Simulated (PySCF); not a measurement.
C₃H₈S₂Si.
Numbering: `[CH3:1][S:2]/[CH:3]=[CH:4]\[S:5][SiH3:6]` (hydrogens: H7, H8, H9 on C1; H10 on C3; H11 on C4; H12, H13, H14 on Si6)

Level of theory: PySCF 2.14.0, PBE0-D3(BJ)/def2-SVP geometry optimisation, gas phase.

**Question.** Give the optimised bond lengths and angles.

**Answer.** 
```
               bond  length (bohr)
              C1–S2          3.416
              S2–C3          3.311
              C3=C4          2.536
              C4–S5          3.316
             S5–Si6          4.101
C1–H7, C1–H8, C1–H9          2.078
             C3–H10          2.071
             C4–H11          2.070
   Si6–H12, Si6–H13          2.815
            Si6–H14          2.829
```

Bonds in one row agree within 0.02 bohr and their mean is given. A selection of angles:
```
      angle  degrees
   S2–C1–H7    110.9
   S2–C1–H8    106.8
   H7–C1–H8    109.5
   C1–S2–C3    100.9
   S2–C3–C4    123.7
  S2–C3–H10    117.1
  C4–C3–H10    119.1
   C3–C4–S5    130.3
  C3–C4–H11    118.2
  S5–C4–H11    111.5
  C4–S5–Si6    106.5
 S5–Si6–H12    111.6
 S5–Si6–H13    116.1
 S5–Si6–H14     99.5
H12–Si6–H13    112.5
H12–Si6–H14    108.5
```

Torsions: C1–S2–C3–C4 131° (anticlinal); S2–C3–C4–S5 -7° (synperiplanar); C3–C4–S5–Si6 -32° (synclinal). The mirror-image conformer, all signs reversed, is as good.

Of the pairs four or more bonds apart, S2···Si6 is among the closest relative to their van der Waals radii: 3.18 Å, 82 % of the sum of Bondi's values. Si6 (SiH3 silicon) is distorted tetrahedral (angles from 99.5° to 116.1°). The 3 C–S bonds span 1.752 Å (S2–C3, drawn single) to 1.808 Å (C1–S2, drawn single), a spread of 0.056 Å.

Point group: C1 (no symmetry element, even within 0.4 Å). No PBE0-D3(BJ)/def2-SVP frequencies stand behind this structure, so it isn't proved a minimum. The numbers are those of one conformer.
